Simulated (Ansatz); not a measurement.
Gas-phase electronic energies from Ansatz, PBE0-D4/def2-TZVP geometries. CBS: MP2 limit from def2 TZ/QZ plus the TZ coupled-cluster correction, frozen cores. This one scheme is used for every species. DFT in def2-TZVPP. For Br outer-core shells are correlated without core-valence functions, which leaves a few kJ/mol of doubt a bond. Scalar relativity is left out up to krypton.

Reaction (silylene formation by 1,1-elimination): `[SiH3][SiH](Br)Br` → `Br[Si]Br` + SiH₄

`[SiH3][SiH](Br)Br`:

Cartesian coordinates in Å:
```
Si 0.059 -0.670 -1.053
Si -0.164 0.452 0.982
Br -1.023 2.464 0.600
Br 1.842 0.652 1.913
H -1.276 -0.798 -1.692
H 0.967 0.125 -1.918
H 0.634 -2.018 -0.809
H -1.038 -0.208 1.979
```

`Br[Si]Br`:

Z-matrix (Å, degrees):
```
Si
Br 1 2.249
Br 1 2.249 2 101.9
```

SiH₄:

Cartesian coordinates in Å:
```
Si 0.000 0.000 0.000
H -1.215 -0.777 -0.353
H 0.125 1.164 -0.913
H 1.198 -0.866 -0.135
H -0.109 0.480 1.401
```

```json
{"level": "B97M-V", "ΔE (kcal/mol)": "33.9"}
{"level": "CCSD/def2-SVP", "ΔE (kcal/mol)": "29.5"}
```

Task: What does CCSD(T)/CBS give? (Best estimate.)

Result: Ansatz gave: +34.8 kcal/mol. The listed levels differ from it by -0.9, -5.3 kcal/mol.

Largest T1 diagnostic among the species: 0.011.

Leaving LDA and LC-ωPBE aside and taking each functional with its dispersion term where it has one, the values, not all of them listed here, spread over 11.5 kcal/mol, from BLYP-D4 to r2SCAN0-D4. LDA lies +7.1 kcal/mol from PBE without D4. From r2SCAN to r2SCAN0 (25 % exact exchange), in def2-TZVPP and without D4, ΔE moves by +1.6 kcal/mol.
